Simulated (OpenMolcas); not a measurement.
# Levels of Cl2+ by method

| Property | Result |
| --- | --- |
| Program | OpenMolcas |
| Basis | ANO-RCC-VQZP [6s5p3d2f1g] |
| Scalar Hamiltonian | DKH2, point nucleus |
| Active space | 5 electrons in 4 orbitals (3s 3p) |
| State averaging | 2S+1 = 4 odd, 1 root; 2S+1 = 2 odd, 11 roots; 2S+1 = 4 even, 3 roots; 2S+1 = 2 even, 9 roots |
| Spin-orbit coupling | state interaction with AMFI integrals over the reference wave functions, term energies averaged over their components |

Methods on the same reference wave functions:
A. CASSCF
B. SS-CASPT2, IPEA 0.25 Eh, imaginary shift 0.1 Eh (closed shells correlated: 2s 2p)
C. MS-CASPT2, IPEA 0.25 Eh, imaginary shift 0.1 Eh (closed shells correlated: 2s 2p)

Energies in cm⁻¹ above 3s² 3p³ ⁴S°_3/2, the measured ground level; measured values from Moore, Atomic Energy Levels, vol. I, NSRDS-NBS 35 (1971 reprint of NBS Circular 467, 1949).

| Level | A | B | C | Measured |
| --- | --- | --- | --- | --- |
| 3s² 3p³ ⁴S°_3/2 | 0.0 | 0.0 | 0.0 | 0.0 |
| 3s² 3p³ ²D°_3/2 | 22740 | 18490 | 18490 | 18053 |
| 3s² 3p³ ²D°_5/2 | 22813 | 18550 | 18550 | 18120 |
| 3s² 3p³ ²P°_1/2 | 31426 | 29950 | 29920 | 29812 |
| 3s² 3p³ ²P°_3/2 | 31489 | 29990 | 29970 | 29907 |
| 3s 3p⁴ ⁴P_5/2 | 106265 | 102380 | 102380 | 98520 |
| 3s 3p⁴ ⁴P_3/2 | 106871 | 102980 | 102980 | 99130 |
| 3s 3p⁴ ⁴P_1/2 | 107224 | 103340 | 103340 | 99475 |
| 3s 3p⁴ ²D_3/2 | 150756 | 133690 | 133690 |  |
| 3s 3p⁴ ²D_5/2 | 150765 | 133700 | 133700 |  |
| 3s 3p⁴ ²S_1/2 | 173187 | 162150 | 162150 |  |
| 3s 3p⁴ ²P_3/2 | 192996 | 175050 | 175050 |  |
| 3s 3p⁴ ²P_1/2 | 193726 | 175790 | 175790 |  |
| 3p⁵ ²P°_3/2 | 294670 | 264100 | 264120 |  |
| 3p⁵ ²P°_1/2 | 295728 | 265160 | 265190 |  |

Deviations, from unrounded energies. A percentage is the sum of absolute deviations over the sum of measured energies, with the sign that they share, or ± where signs differ.

```
                        Against measurement  Levels      A     B     C
             mean absolute deviation (cm-1)       7   5100  1800  1800
other terms of the ground configuration (%)       4  +13.1  +1.1  +1.1
                   other configurations (%)       3   +7.8  +3.9  +3.9
```

B, C lie about equally close to measurement and A furthest from it. The largest miss of C in the table is 3s 3p⁴ ⁴P_1/2, by +3900 cm-1. The ranking rests on the paired levels alone, and a cruder setting can come out closer through cancelling errors.

Between B and C the level of the table that moves most is 3p⁵ ²P°_1/2, by 26 cm-1 (lowest in B, highest in C). Moves below CASPT2's spread within the term are not significant.

The two smallest mean deviations differ by little beside CASPT2's spread within terms, so their order carries little weight.

From A to B the spin-free energies of the other terms of 3s² 3p³ shown, above ⁴S°, scale by factors of 0.81 to 0.95.

The lowest spin-free term lies below A's lowest term by 0.155 hartree in B, 0.155 hartree in C.

CASPT2 does not keep the components of a term degenerate, so their means are used; among the terms shown or strongly mixed into the levels shown the widest spread is 1700 cm-1 (3s 3p⁴ ²D, C). Over all roots computed the reference weight is 0.87 to 0.96 in B, 0.87 to 0.96 in C; the roots of lowest weight are the least certain, and an intruder state may touch them. Terms of s pⁿ other than that of highest spin mix with s² pⁿ⁻² d, which this space lacks; all of them can be thousands of cm-1 off, and some have no real level of that name. Measured partners are found by configuration, term and J. A level has none where our copy of the source lacks it or the pairing is in doubt (some pairs that miss far off the trend of their configuration count as doubtful), and it then counts in no deviation. Levels of configurations outside the active space are missing.

° marks odd parity.
